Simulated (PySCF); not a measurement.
dichloromethane (CH2Cl2), singlet, geometry from GFN2-xTB. Base run: MP2/6-311G** (PySCF).

The PySCF input:
```python
from pyscf import gto, scf, mp

mol = gto.M(
    atom='''
C    -0.01277935    0.00575548    0.78091376
Cl    0.02591339    1.46008427   -0.22991785
Cl   -0.01872900   -1.46331993   -0.20910236
H    -0.92568470    0.02391950    1.37405321
H     0.88022607   -0.00344613    1.40380793
''',
    basis='6-311g**',
    verbose=4,
)

mf = scf.RHF(mol)
mf.kernel()

pt = mp.MP2(mf, frozen=11)
pt.kernel()
print('E(MP2) = %.10f' % pt.e_tot)
```

Variants of this job, named by their change:

```json
[
 {"change": "base", "basis functions": "82", "E (Eh)": "-958.47357", "MP2 correlation (Eh)": "-0.42757", "SCF-reference HOMO (eV)": "-12.24", "SCF-reference HOMO-LUMO gap (eV)": "15.65", "SCF-reference dipole (D)": "2.05"},
 {"change": "basis = 3-21G", "basis functions": "39", "E (Eh)": "-953.56942", "MP2 correlation (Eh)": "-0.18471", "SCF-reference HOMO (eV)": "-12.28", "SCF-reference HOMO-LUMO gap (eV)": "16.46", "SCF-reference dipole (D)": "2.31"},
 {"change": "basis = pcseg-0", "basis functions": "39", "E (Eh)": "…", "MP2 correlation (Eh)": "…", "SCF-reference HOMO (eV)": "…", "SCF-reference HOMO-LUMO gap (eV)": "…", "SCF-reference dipole (D)": "…"},
 {"change": "basis = 6-31G", "basis functions": "39", "E (Eh)": "…", "MP2 correlation (Eh)": "…", "SCF-reference HOMO (eV)": "-12.28", "SCF-reference HOMO-LUMO gap (eV)": "…", "SCF-reference dipole (D)": "…"},
 {"change": "basis = def2-SV(P)", "basis functions": "54", "E (Eh)": "-958.08820", "MP2 correlation (Eh)": "-0.39727", "SCF-reference HOMO (eV)": "-11.97", "SCF-reference HOMO-LUMO gap (eV)": "16.42", "SCF-reference dipole (D)": "1.94"},
 {"change": "basis = 6-31G*", "basis functions": "54", "E (Eh)": "-958.36752", "MP2 correlation (Eh)": "-0.38640", "SCF-reference HOMO (eV)": "-12.16", "SCF-reference HOMO-LUMO gap (eV)": "16.33", "SCF-reference dipole (D)": "2.03"},
 {"change": "basis = pcseg-1", "basis functions": "60", "E (Eh)": "-958.34895", "MP2 correlation (Eh)": "-0.40794", "SCF-reference HOMO (eV)": "-12.28", "SCF-reference HOMO-LUMO gap (eV)": "15.76", "SCF-reference dipole (D)": "2.05"},
 {"change": "basis = 6-31+G*", "basis functions": "66", "E (Eh)": "-958.37333", "MP2 correlation (Eh)": "-0.39023", "SCF-reference HOMO (eV)": "-12.21", "SCF-reference HOMO-LUMO gap (eV)": "14.29", "SCF-reference dipole (D)": "2.06"},
 {"change": "basis = cc-pV(D+d)Z", "basis functions": "70", "E (Eh)": "-958.45621", "MP2 correlation (Eh)": "-0.42098", "SCF-reference HOMO (eV)": "-12.07", "SCF-reference HOMO-LUMO gap (eV)": "16.07", "SCF-reference dipole (D)": "1.94"},
 {"change": "basis = 6-311++G**", "basis functions": "96", "E (Eh)": "-958.47888", "MP2 correlation (Eh)": "-0.42890", "SCF-reference HOMO (eV)": "-12.20", "SCF-reference HOMO-LUMO gap (eV)": "13.27", "SCF-reference dipole (D)": "2.02"},
 {"change": "basis = pc-2", "basis functions": "126", "E (Eh)": "-958.59661", "MP2 correlation (Eh)": "-0.53009", "SCF-reference HOMO (eV)": "-12.15", "SCF-reference HOMO-LUMO gap (eV)": "14.78", "SCF-reference dipole (D)": "1.97"},
 {"change": "basis = cc-pV(T+d)Z", "basis functions": "…", "E (Eh)": "…", "MP2 correlation (Eh)": "…", "SCF-reference HOMO (eV)": "-12.10", "SCF-reference HOMO-LUMO gap (eV)": "…", "SCF-reference dipole (D)": "1.88"},
 {"change": "basis = def2-TZVPP", "basis functions": "…", "E (Eh)": "…", "MP2 correlation (Eh)": "…", "SCF-reference HOMO (eV)": "-12.10", "SCF-reference HOMO-LUMO gap (eV)": "15.76", "SCF-reference dipole (D)": "1.88"}
]
```

Complete the blanks.


- basis = pcseg-0, E (Eh): -956.91982
- basis = pcseg-0, MP2 correlation (Eh): -0.18563
- basis = pcseg-0, SCF-reference HOMO (eV): -12.30
- basis = pcseg-0, SCF-reference HOMO-LUMO gap (eV): 16.58
- basis = pcseg-0, SCF-reference dipole (D): 2.51
- basis = 6-31G, E (Eh): -958.09544
- basis = 6-31G, MP2 correlation (Eh): -0.17733
- basis = 6-31G, SCF-reference HOMO-LUMO gap (eV): 16.30
- basis = 6-31G, SCF-reference dipole (D): 2.36
- basis = cc-pV(T+d)Z, basis functions: 136
- basis = cc-pV(T+d)Z, E (Eh): -958.63320
- basis = cc-pV(T+d)Z, MP2 correlation (Eh): -0.55384
- basis = cc-pV(T+d)Z, SCF-reference HOMO-LUMO gap (eV): 15.45
- basis = def2-TZVPP, basis functions: 143
- basis = def2-TZVPP, E (Eh): -958.61705
- basis = def2-TZVPP, MP2 correlation (Eh): -0.55395

Totals compare only among sets that treat the same electrons; sets with core potentials leave the core out.
